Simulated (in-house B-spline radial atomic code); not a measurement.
**RPA and G0W0 on CAM-B3LYP: the nitrogen ion N⁵⁺**

Configuration 1s2, mean-field start CAM-B3LYP. Computed with a B-spline radial code for spherical atoms: all electrons, non-relativistic, point nucleus, each spin shell either full or empty, empty states to l = 9 with an (l + 1/2)⁻⁴ tail; G0W0 by contour deformation at full frequency.

Relativity, left out, deepens the 1s level by about Z⁴α²/8 hartree.

Command:
```bash
python run_gw.py task.json out
```
Settings (radii: box in bohr, nucleus in fm):
```
Z                        7
electrons                2
configuration            1s2
hamiltonian              nr
method                   camb3lyp
lmax                     9
spin_polarised           False
box_radius               10.43
intervals                44
ion_configuration        1s1
```

Cost of the run: 1.1 s on 1 thread of Arm Neoverse N1 (shared host).

Energies (hartree):

| term | value |
| --- | --- |
| mean-field total | -44.73687 |
| Hartree-Fock functional on these orbitals | -44.73515 |
| direct second order | -0.092363 |
| second-order exchange | 0.046183 |
| SOSEX correction | 0.044504 |

Q: What is the RPA correlation energy, and what remains with SOSEX?

A: RPA gives -0.089006 hartree (-1.21 eV per electron); RPA + SOSEX gives -0.044502, and the second-order doubles -0.046181 hartree (no singles). SOSEX takes back 50 % of the RPA value, the self-correlation of each of the two electrons.

Quasi-particle levels (eV):

```tsv
level	occupied	mean field	Σx - vxc	Σc	QP weight	G0W0
1s	yes	-521.85	-30.42	?	?	?
2s	no	-105.92	8.46	-0.20	1.000	-97.66
```

G0W0 = mean field + (Σx - vxc) + Σc, with Σc (partial-wave tail included) taken at the quasi-particle energy.

Q: Where does G0W0 put 1s?

A: At -551.64 eV, with Σc = 0.64 eV and a quasi-particle weight of 0.994. The tabulated removal energy is 552.067 eV (NIST, tabulated theory).

Q: What does it cost to remove one electron (to 1s1) by differences of total energies, each species on its own start (correlation terms add to the Hartree-Fock functional)?

A: CAM-B3LYP 551.58 eV, Hartree-Fock functional 550.64 eV, + RPA 552.45 eV, + RPA + SOSEX 551.85 eV, + second order 551.89 eV. Tabulated: 552.067 eV (NIST, tabulated theory).
